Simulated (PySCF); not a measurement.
PySCF job for Al(Me)2(H) (C2H7Al), SMILES [AlH]([CH3])[CH3], TDDFT-B3LYP/def2-SVPD. Geometry optimised at ωB97X-D3(BJ)/def2-SVP. The isomer is the one that the SMILES or the coordinates give; other isomers of the formula were not compared.

```python
import numpy as np
from pyscf import gto, scf, dft, tdscf

mol = gto.M(
    atom='''
    Al   -0.00000000    0.00000000    0.50812697
    C     1.72272828    0.00035162   -0.42525181
    H     2.31601616   -0.89170139   -0.15431872
    H     1.62920482    0.01848496   -1.52335541
    H     2.33433277    0.87024633   -0.12528499
    C    -1.72272828   -0.00035162   -0.42525181
    H    -2.31601615    0.89170138   -0.15431871
    H    -1.62920482   -0.01848496   -1.52335542
    H    -2.33433276   -0.87024634   -0.12528500
    H    -0.00000000   -0.00000001    2.10328935
    ''',
    basis='def2-SVPD',
    charge=0,
    spin=0,
    symmetry=True,
    max_memory=1600,
    verbose=4,
)
mf = dft.RKS(mol, xc='b3lyp').density_fit(auxbasis='def2-universal-jkfit')
mf.grids.level = 3
mf.conv_tol = 1e-9
mf.max_cycle = 100
mf.kernel()
mf.grids = dft.Grids(mol).set(level=1).build(with_non0tab=True)  # coarser grid for the response kernel
td = tdscf.TDDFT(mf)
td.singlet = True
td.nstates = 10
td.conv_tol = 1e-4
td.positive_eig_threshold = 1e-6
td.kernel(x0=td.get_init_guess(mf, 15))
td.analyze()
tt = tdscf.TDA(mf)
tt.singlet = False
tt.nstates = 4
tt.conv_tol = 1e-4
tt.positive_eig_threshold = 1e-6
tt.kernel(x0=tt.get_init_guess(mf, 9))
tt.analyze(verbose=3)
```

Log of the run:

```
PySCF version 2.14.0

[INPUT] verbose = 4
[INPUT] num. atoms = 10
[INPUT] num. electrons = 32
[INPUT] charge = 0
[INPUT] spin (= nelec alpha-beta = 2S) = 0
[INPUT] symmetry True subgroup None
[INPUT] Mole.unit = angstrom
[INPUT] Symbol           X                Y                Z      unit          X                Y                Z       unit  Magmom
[INPUT]  1 Al     0.000000000000   0.000000000000   0.508126970000 AA    0.000000000000   0.000000000000   0.960220809805 Bohr   0.0
[INPUT]  2 C      1.722728280000   0.000351620000  -0.425251810000 AA    3.255484636243   0.000664465500  -0.803609454876 Bohr   0.0
[INPUT]  3 H      2.316016160000  -0.891701390000  -0.154318720000 AA    4.376636242467  -1.685071411994  -0.291620116693 Bohr   0.0
[INPUT]  4 H      1.629204820000   0.018484960000  -1.523355410000 AA    3.078750910621   0.034931511824  -2.878724515275 Bohr   0.0
[INPUT]  5 H      2.334332770000   0.870246330000  -0.125284990000 AA    4.411249618897   1.644527224608  -0.236754318619 Bohr   0.0
[INPUT]  6 C     -1.722728280000  -0.000351620000  -0.425251810000 AA   -3.255484636243  -0.000664465500  -0.803609454876 Bohr   0.0
[INPUT]  7 H     -2.316016150000   0.891701380000  -0.154318710000 AA   -4.376636223570   1.685071393097  -0.291620097796 Bohr   0.0
[INPUT]  8 H     -1.629204820000  -0.018484960000  -1.523355420000 AA   -3.078750910621  -0.034931511824  -2.878724534172 Bohr   0.0
[INPUT]  9 H     -2.334332760000  -0.870246340000  -0.125285000000 AA   -4.411249600000  -1.644527243505  -0.236754337516 Bohr   0.0
[INPUT] 10 H      0.000000000000  -0.000000010000   2.103289350000 AA    0.000000000000  -0.000000018897   3.974640832214 Bohr   0.0

nuclear repulsion = 95.9393912982394
point group symmetry = C2
symmetry origin: [ 1.18107885e-09 -1.77161825e-09 -5.90539423e-10]
symmetry axis x: [ 1.00000000e+00 -6.54339423e-10  2.85711636e-10]
symmetry axis y: [-6.54339423e-10 -1.00000000e+00 -3.73996628e-11]
symmetry axis z: [-2.85711636e-10 -3.73997784e-11  1.00000000e+00]
num. orbitals of irrep A = 62
num. orbitals of irrep B = 58
number of shells = 54
number of NR pGTOs = 172
number of NR cGTOs = 120
basis = def2-SVPD
ecp = {}


[settings echo left out]
init E= -322.499830841176
HOMO (A) = -0.329533563741459  LUMO (B) = -0.0702906640328416  gap/eV = 7.05436
cycle= 1 E= -322.675292549141  delta_E= -0.175  |g|= 0.525  |ddm|= 3.31
HOMO (B) = -0.198100938541224  LUMO (B) = -0.0265372767664775  gap/eV = 4.66849
cycle= 2 E= -322.629876667752  delta_E= 0.0454  |g|= 0.651  |ddm|= 1.26
HOMO (A) = -0.27956163207293  LUMO (B) = -0.0404933397112517  gap/eV = 6.50538
cycle= 3 E= -322.750512767829  delta_E= -0.121  |g|= 0.0262  |ddm|= 0.732
HOMO (B) = -0.27795850512289  LUMO (B) = -0.0385734131027435  gap/eV = 6.51400
cycle= 4 E= -322.750788741381  delta_E= -0.000276  |g|= 0.00648  |ddm|= 0.0646
HOMO (B) = -0.278899391196503  LUMO (B) = -0.0390519524253956  gap/eV = 6.52658
cycle= 5 E= -322.750804435137  delta_E= -1.57e-05  |g|= 0.0013  |ddm|= 0.0138
HOMO (B) = -0.278870721139265  LUMO (B) = -0.0389196074501283  gap/eV = 6.52940
cycle= 6 E= -322.750805037734  delta_E= -6.03e-07  |g|= 0.00011  |ddm|= 0.00261
HOMO (B) = -0.278906292498527  LUMO (B) = -0.0389520578044489  gap/eV = 6.52949
cycle= 7 E= -322.750805042644  delta_E= -4.91e-09  |g|= 2.42e-05  |ddm|= 0.000308
HOMO (B) = -0.278901586813918  LUMO (B) = -0.0389459794321088  gap/eV = 6.52952
cycle= 8 E= -322.750805042866  delta_E= -2.22e-10  |g|= 5.42e-06  |ddm|= 6.15e-05
HOMO (B) = -0.278901329727204  LUMO (B) = -0.0389463859941896  gap/eV = 6.52951
Extra cycle  E= -322.750805042871  delta_E= -4.89e-12  |g|= 3.93e-06  |ddm|= 1.71e-05
converged SCF energy = -322.750805042871
tot grids = 34016
Overwritten attributes  positive_eig_threshold  of <class 'pyscf.tdscf.rks.TDDFT'>


******** <class 'pyscf.tdscf.rks.TDDFT'> for <class 'pyscf.df.df_jk.DFSymAdaptedRKS'> ********
nstates = 10 singlet
deg_eia_thresh = 1.000e-03
wfnsym = None
conv_tol = 0.0001
eigh lindep = 1e-12
eigh level_shift = 0
eigh max_cycle = 100


Excitation energies (eV)
[5.32675373 5.44910319 6.58321716 6.8128336  7.4858839  7.59929022
 8.1213945  8.13725578 8.35646777 8.39071   ]

** Singlet excitation energies and oscillator strengths **
Excited State   1:    A      5.32675 eV    232.76 nm  f=0.0000
      16 -> 17       -0.70594
Excited State   2:    B      5.44910 eV    227.53 nm  f=0.0028
      15 -> 17       -0.70654
Excited State   3:    B      6.58322 eV    188.33 nm  f=0.1119
      16 -> 18        0.70395
Excited State   4:    A      6.81283 eV    181.99 nm  f=0.0152
      15 -> 18       -0.70257
Excited State   5:    A      7.48588 eV    165.62 nm  f=0.0287
      16 -> 19       -0.70305
Excited State   6:    B      7.59929 eV    163.15 nm  f=0.1104
      15 -> 19        0.69301
Excited State   7:    B      8.12139 eV    152.66 nm  f=0.0944
      12 -> 17       -0.19879
      15 -> 19       -0.10114
      16 -> 20        0.65368
      16 -> 21        0.10942
Excited State   8:    A      8.13726 eV    152.37 nm  f=0.2200
      15 -> 20        0.69403
Excited State   9:    A      8.35647 eV    148.37 nm  f=0.0000
      16 -> 22       -0.69959
Excited State  10:    A      8.39071 eV    147.76 nm  f=0.0000
      13 -> 17        0.70145

** Transition electric dipole moments (AU) **
state          X           Y           Z        Dip. S.      Osc.
  1        -0.0000      0.0000      0.0004      0.0000      0.0000
  2         0.0000     -0.1445     -0.0000      0.0209      0.0028
  3         0.8328     -0.0032     -0.0000      0.6936      0.1119
  4         0.0000      0.0000      0.3019      0.0912      0.0152
  5         0.0000     -0.0000      0.3956      0.1565      0.0287
  6         0.7699     -0.0017     -0.0000      0.5928      0.1104
  7        -0.6888      0.0013      0.0000      0.4745      0.0944
  8         0.0000     -0.0000      1.0504      1.1034      0.2200
  9         0.0000      0.0000     -0.0007      0.0000      0.0000
 10        -0.0000      0.0000     -0.0030      0.0000      0.0000

** Transition velocity dipole moments (imaginary part, AU) **
state          X           Y           Z        Dip. S.      Osc.
  1         0.0000      0.0000      0.0001      0.0000      0.0000
  2         0.0000     -0.0277     -0.0000      0.0008      0.0026
  3         0.2095     -0.0008     -0.0000      0.0439      0.1209
  4        -0.0000     -0.0000      0.0765      0.0058      0.0156
  5         0.0000      0.0000      0.1152      0.0133      0.0321
  6         0.2167     -0.0005      0.0000      0.0470      0.1121
  7        -0.2114      0.0003     -0.0000      0.0447      0.0998
  8         0.0000      0.0000      0.3190      0.1018      0.2269
  9        -0.0000     -0.0000     -0.0001      0.0000      0.0000
 10        -0.0000      0.0000     -0.0009      0.0000      0.0000

** Transition magnetic dipole moments (imaginary part, AU) **
state          X           Y           Z
  1        -0.0000     -0.0000     -1.1468
  2        -1.2517     -0.0025     -0.0000
  3         0.0006      0.1024     -0.0000
  4         0.0000      0.0000     -0.0024
  5         0.0000     -0.0000     -0.0043
  6         0.0005     -1.3682     -0.0000
  7        -0.0020      0.6760      0.0000
  8        -0.0000      0.0000     -0.0011
  9        -0.0000     -0.0000      0.2461
 10        -0.0000     -0.0000     -0.1378
Overwritten attributes  positive_eig_threshold  of <class 'pyscf.tdscf.rks.TDA'>


******** <class 'pyscf.tdscf.rks.TDA'> for <class 'pyscf.df.df_jk.DFSymAdaptedRKS'> ********
nstates = 4 triplet
deg_eia_thresh = 1.000e-03
wfnsym = None
conv_tol = 0.0001
eigh lindep = 1e-12
eigh level_shift = 0
eigh max_cycle = 100


Excitation energies (eV)
[5.05130151 5.06396824 6.23887035 6.4011022 ]

** Triplet excitation energies and oscillator strengths **
Excited State   1:    A      5.05130 eV    245.45 nm  f=0.0000
Excited State   2:    B      5.06397 eV    244.84 nm  f=0.0000
Excited State   3:    B      6.23887 eV    198.73 nm  f=0.0000
Excited State   4:    A      6.40110 eV    193.69 nm  f=0.0000
```

Self-consistency was reached.

Cost: about 100 core-seconds (a rough figure).
